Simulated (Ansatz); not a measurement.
`N[Si](F)(F)Br` + HCl → `N[Si](F)(Cl)Br` + H–F at 500 K and 1 bar (ligand exchange at the Si–F bond).

Program: Ansatz. Geometries: PBE0-D4/def2-TZVP. ΔE: electronic, gas phase. CCSD(T)/CBS is the MP2 limit (def2-TZVPP, def2-QZVPP) plus CCSD(T) − MP2 in def2-TZVPP, frozen cores. This one scheme is used for every species. For Br outer-core shells are correlated without core-valence functions, which leaves a few kJ/mol of doubt a bond. Scalar relativity is left out up to krypton. One conformer a species, not always the lowest.

```csv
species,CCSD(T)/CBS energy (Eh),H − E (kJ/mol),S (J/(mol·K))
`N[Si](F)(F)Br`,-3118.12106,130.6,406.6
HCl,-460.38127,32.5,201.9
`N[Si](F)(Cl)Br`,-3478.08790,128.8,419.9
H–F,-100.39570,39.4,188.7
```

H − E and S are ideal-gas, rigid-rotor, harmonic terms from PBE0-D4/def2-TZVP, for one conformer and one mirror image of each species. 1 Eh = 2625.50 kJ/mol, R = 8.31446 J/(mol·K).

Question: By hand: ΔE, ΔH, ΔS and ΔG.

Answer: ΔE = (-3478.08790) + (-100.39570) − (-3118.12106) − (-460.38127) = 0.01873 Eh = 49.2 kJ/mol. Δ(H − E) = 128.8 + 39.4 − 130.6 − 32.5 = 5.1, so ΔH = 54.3 kJ/mol. ΔS = 419.9 + 188.7 − 406.6 − 201.9 = 0.1 J/(mol·K). ΔG = 54.3 − 500 × (0.1)/1000 = 54.2 kJ/mol.

Question: By hand: the equilibrium constant, and the temperature at which ΔG would vanish if ΔH and ΔS stayed fixed.

Answer: log₁₀ K = −ΔG/(RT ln 10) = -5.7. ΔG = 0 at ΔH/ΔS = 543000 K, far beyond where these terms or the molecules hold.

The number of gas molecules stays the same, so ΔS is small and ΔH decides. A doubt of 5 kJ/mol in ΔE shifts log₁₀ K by 0.5 here. Other conformers and mirror images would add mixing entropy, several J/(mol·K) or more a flexible species. These are equilibria of isolated gas molecules and say nothing of rates. Largest T1 diagnostic: 0.009 (customary marks: 0.02 for closed shells, 0.045 for open ones).
